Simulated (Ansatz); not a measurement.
Ansatz (a program for electronic structure) input (LC-wPBE/def2-TZVPD):

Ansatz 0.2 input:
```yaml
crystal:
  periodic: [false, false, false]
  atoms:
    - {symbol: Br, position_ang: [-0.00000000, -0.00000000, -0.04054719]}
    - {symbol: H, position_ang: [0.00000000, 0.00000000, 1.41915152]}
basis:
  gaussian:
    orbitals: def2-TZVPD
hamiltonian:
  xc: {name: LC-wPBE}
total_charge: 1
magnetization: {spin_polarized: true, initial_magnetization: 1}
output: {forces: true}
```

End of the output:

```
integrals: 0.04 GiB planned
155 factors; integrals over basis functions are off by at most 1.1e-4 eV
mean field: 0.19 GiB planned
mean field evaluation 1: about -70041.0229 eV, gradient 8.5e0 eV
mean field evaluation 2: about -70041.3574 eV, gradient 5.2e0 eV
mean field evaluation 4: about -70041.4161 eV, gradient 2.5e-1 eV
mean field evaluation 8: about -70041.4112 eV, gradient 1.8e-2 eV
mean field evaluation 16: about -70041.4112 eV, gradient 3.8e-5 eV
mean field -70041.41120690 eV, -2573.9743860799 hartree, gradient 3.8e-5 eV, S^2 0.753963; 0 other end points of the search recorded, 0 dependent functions left out
the calculation of the forces begins
reference -70041.41120690 eV, -2573.9743860800 hartree; 18, 17 occupied and 48, 49 virtual orbitals, 471 factors
Total energy: -70041.41120690 eV, -2573.9743860800 hartree
Atom 0 at    -0.000000    -0.000000    -0.040547 Å, force    -0.000000    -0.000000     0.309370 eV/Å
Atom 1 at     0.000000     0.000000     1.419152 Å, force     0.000000     0.000000    -0.309370 eV/Å
Dipole moment:    -0.000000    -0.000000     0.311156 e Å
```
